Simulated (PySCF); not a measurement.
C3H7FOSi, SMILES F[C@@H]([SiH2]C=O)C.

Coordinates come from a r2SCAN-D4/def2-SVP optimisation. The structure was generated by enumeration; whether it is a known compound was not checked. The values are those of a single conformer.

Level of theory: TDDFT-B3LYP/def2-SVPD run with PySCF.

Vertical excitations. The molecule is in vacuum.

```tsv
state	energy (eV)	λ (nm)	f	main pairs
S1	3.15	393	0.001	HOMO→LUMO 99 %
S2	5.71	217	0.018	HOMO−1→LUMO 98 %
S3	6.07	204	0.041	HOMO→LUMO+1 88 %
S4	6.27	198	0.013	HOMO→LUMO+2 97 %
S5	6.59	188	0.021	HOMO→LUMO+3 89 %
S6	6.86	181	0.005	HOMO−2→LUMO 65 %, HOMO→LUMO+4 30 %
S7	6.96	178	0.037	HOMO→LUMO+4 55 %, HOMO−2→LUMO 30 %
S8	7.08	175	0.041	HOMO→LUMO+5 90 %
S9	7.24	171	0.074	HOMO−3→LUMO 88 %
S10	7.65	162	0.019	HOMO→LUMO+6 48 %, HOMO→LUMO+7 46 %
T1	2.49	499	0	HOMO→LUMO 98 %
T2	5.42	229	0	HOMO−1→LUMO 63 %, HOMO−6→LUMO 15 %
T3	5.75	216	0	HOMO−1→LUMO 35 %, HOMO−6→LUMO 26 %, HOMO−2→LUMO 10 %, HOMO−3→LUMO 9 %
T4	5.76	215	0	HOMO→LUMO+1 76 %
```
Triplets are in the Tamm–Dancoff approximation, which puts them higher than full response would, so one can lie above its singlet here.
